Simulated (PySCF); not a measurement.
Si(CCH)(H)(Me)2 (C4H8Si), SMILES C[SiH](C)C#C. Geometry: PBE-D3(BJ)/def2-SVP.

Level of theory: PySCF 2.14.0 with PBE-D3(BJ)/def2-SVP.

Harmonic wavenumbers (cm⁻¹): 118, 143, 155, 174, 198, 319, 336, 569, 599, 661, 687, 692, 693, 718, 756, 831, 868, 871, 1211, 1217, 1376, 1379, 1384, 1391, 2080, 2150, 2977, 2977, 3077, 3078, 3084, 3084, 3390. Rotational constants (GHz): 5.233, 2.706, 2.005; symmetry number 1.

**Question.** Work out the zero-point energy and the ideal-gas rigid-rotor harmonic-oscillator thermochemistry at 298.15 K and 1 atm.

**Answer.** ZPE = ½ Σ hcν = ½ × 43245 cm⁻¹ = 258.66 kJ/mol. H − E(el) = 282.23 kJ/mol. Entropy in J/(mol K): translation 164.03, rotation 112.25, vibration 79.69, total 355.98. G − E(el) = 176.10 kJ/mol. Cp = 126.74 J/(mol K). Modes under 150 cm⁻¹ make the vibrational entropy uncertain.
